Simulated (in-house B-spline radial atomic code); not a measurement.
Settings and results of a run for the silver ion Ag²⁺. Method: scalar-relativistic (X2C) Hartree-Fock, spin-polarised, averaged over the determinants with the given up and down occupations, Fermi nucleus of rms radius 4.5454 fm, inside a hard spherical wall at 2.3 bohr. Calculated with a B-spline radial code for spherical atoms.

Command:
```bash
python run_scf.py task.json out
```
Settings (nuclear radius in fm, mass in u):
```
Z                47
configuration    [Kr] 4d8 4f1
hamiltonian      x2c
method           hf
spin_polarised   True
nucleus          fermi
rms_radius       4.5454
atomic_mass      106.90509
speed_of_light   137.035999084
wall_radius      2.3
```

Output (hartree, bohr):
```
 radial grid: 59 intervals, B-splines of order 8, outer radius 2.3 bohr

 iter        energy (Eh)    residual
    1       -5307.117405    5.12e-01
    2       -5307.665350    1.02e-01
    3       -5307.789277    2.73e-02
    4       -5307.797563    7.55e-03
    5       -5307.798048    3.16e-03
    6       -5307.798185    9.68e-05
    7       -5307.798185    1.61e-05
    8       -5307.798185    4.62e-06
    9       -5307.798185    6.70e-07
   10       -5307.798185    3.65e-08

 total energy                     -5307.79818
 kinetic                            5571.6986
 electron-nucleus                 -12885.1624
 electron-electron                  2005.6656

 orbital      occ     eigenvalue          <r>       <r^2>       <1/r>       r_max
 1s up      1.000      -942.5797    0.0305522  0.00127248     51.4346     0.01951
 1s down    1.000      -942.5807    0.0305522  0.00127247     51.4347     0.01951
 2s up      1.000      -142.0758     0.134241   0.0213166      11.633      0.1137
 2s down    1.000      -142.0445     0.134227   0.0213123     11.6344      0.1137
 2p up      3.000      -127.2576     0.117481   0.0168749     10.8849     0.09093
 2p down    3.000      -127.2268     0.117461   0.0168689     10.8864     0.09092
 3s up      1.000       -27.5487     0.366582     0.15383     4.04301      0.3318
 3s down    1.000       -27.5288      0.36642    0.153649     4.04376      0.3318
 3p up      3.000       -22.5525     0.366048     0.15567     3.78655      0.3254
 3p down    3.000       -22.5281     0.365803    0.155388     3.78754      0.3255
 3d up      5.000       -14.6734     0.345013    0.141661     3.53379      0.2741
 3d down    5.000       -14.6225     0.345385    0.141962     3.53008      0.2744
 4s up      1.000        -4.6912     0.922109    0.955869     1.48425      0.8324
 4s down    1.000        -4.4843      0.91817    0.948196     1.49282      0.8287
 4p up      3.000        -3.1886     0.989844     1.10246     1.34433      0.8878
 4p down    3.000        -2.9325     0.987285     1.09754     1.34912      0.8838
 4d up      5.000        -0.8632       1.1182     1.39961     1.13439       1.018
 4d down    3.000        -0.6966      1.11918     1.40318     1.13578       1.017
 4f up      1.000         1.3447      1.27398     1.77093    0.883476       1.299

 Slater integrals (Eh)
   F0(4d up,4d up)               0.800845
   F2(4d up,4d up)               0.426364
   F4(4d up,4d up)               0.287361
   F0(4d up,4d down)             0.800455
   F2(4d up,4d down)             0.425612
   F4(4d up,4d down)             0.286725
   F0(4d up,4f up)               0.744262
   F2(4d up,4f up)               0.399026
   F4(4d up,4f up)               0.265413
   G1(4d up,4f up)               0.488746
   G3(4d up,4f up)               0.311797
   G5(4d up,4f up)               0.222719
   F0(4d down,4d down)           0.800067
   F2(4d down,4d down)           0.424864
   F4(4d down,4d down)           0.286095
   F0(4d down,4f up)             0.743897
   F2(4d down,4f up)             0.398441
   F4(4d down,4f up)             0.264971
   F0(4f up,4f up)               0.704444
   F2(4f up,4f up)               0.394140
   F4(4f up,4f up)               0.264810
   F6(4f up,4f up)               0.196894
```

Time taken, with all properties: 0.38 s on 1 thread of Arm Neoverse N1, on a shared host.

One-electron X2C: radii and densities carry no picture-change correction, so inner-shell <1/r> comes out high (for 1s by about 2 % at Z = 33, 5 % at 54, 10 % at 75, 30 % at 118) and <r> low.
